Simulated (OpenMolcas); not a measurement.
## How basis sets differ on GeH2Cl2 (dichlorogermane)

The species is GeH2Cl2 (5 atoms), meant as a singlet with charge 0. As SMILES, `[Cl][GeH2][Cl]`. Geometry: relaxed at PBE0-D4/def2-TZVP.

```xyz
5

Cl   -1.7715   -0.1577    0.9772
Ge    0.0274    0.0803   -0.1564
Cl    1.5794   -1.0302    0.8110
H    -0.1989   -0.5250   -1.5414
H     0.4136    1.5589   -0.1319
```

Each level gives the dipole moment (D). The values are calculated.

```csv
level,kind,program,value (D),CPU time
HF/STO-3G,Hartree–Fock,OpenMolcas,3.26,3.4 s
HF/3-21G,Hartree–Fock,OpenMolcas,3.44,4 s
HF/ANO-S-VDZP (RICD fitting),Hartree–Fock,OpenMolcas,2.34,5.5 s
HF/def2-SVPD,Hartree–Fock,OpenMolcas,2.21,26 s
```

All-electron rows without a relativistic Hamiltonian named are non-relativistic. The values span 2.21 to 3.44 D. Magnitudes only. Sets without polarisation functions give poor dipoles. Times are those of the runs behind each value, whatever else they computed, on shared processors of several kinds: orders of magnitude only.
